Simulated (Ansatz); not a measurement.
The HOMO–LUMO gap down a group: C to Sn

One atom is swapped for its congeners: CH3Cl (chloromethane) `CCl`; SiH3Cl (chlorosilane) `[SiH3]Cl`; GeH3Cl (chlorogermane) `[Cl][GeH3]`; SnH3Cl `[Cl][SnH3]`. All are singlets with charge 0.

Shapes, held fixed at every level: PBE0-D4/def2-TZVP. Programs: Ansatz 0.2.0. Values in eV.

```json
{"level": "SPW92/def2-TZVPP", "CH3Cl": "6.67", "SiH3Cl": "6.49", "SnH3Cl": "5.40"}
{"level": "PBE-D4/def2-TZVPP", "CH3Cl": "6.75", "SiH3Cl": "6.68", "SnH3Cl": "5.57"}
{"level": "r2SCAN-D4/def2-TZVPP", "CH3Cl": "7.47", "SiH3Cl": "7.48", "SnH3Cl": "6.25"}
{"level": "B3LYP-D4/def2-TZVPP", "CH3Cl": "8.66", "SiH3Cl": "8.47", "SnH3Cl": "7.23"}
{"level": "r2SCAN0-D4/def2-TZVPP", "CH3Cl": "9.77", "SiH3Cl": "9.45", "SnH3Cl": "8.20"}
{"level": "wB97M-V/def2-TZVPP", "CH3Cl": "13.43", "SiH3Cl": "12.97", "SnH3Cl": "11.63"}
{"level": "wB97X-V/def2-TZVPP", "CH3Cl": "13.92", "SiH3Cl": "13.45", "SnH3Cl": "12.08"}
```

Q: Estimate the column for GeH3Cl from its neighbours.

A: The mean of the neighbours at wB97X-V/def2-TZVPP is 12.77 eV, against 13.04 from the run: the member lies nearer Si. All rows: SPW92/def2-TZVPP 6.00; PBE-D4/def2-TZVPP 6.18; r2SCAN-D4/def2-TZVPP 6.88; B3LYP-D4/def2-TZVPP 7.95; r2SCAN0-D4/def2-TZVPP 8.92; wB97M-V/def2-TZVPP 12.66; wB97X-V/def2-TZVPP 13.04 eV. At wB97X-V/def2-TZVPP the HOMO–LUMO gap falls at every step, from 13.92 to 12.08 eV. 6 of 7 levels show this order throughout; 6 agree on the largest and the smallest. For atoms past krypton def2 sets carry core potentials with scalar relativity. Relativity is left out for Ge unless named. Orbital gaps aren't excitation energies, and the LUMO depends on the basis.
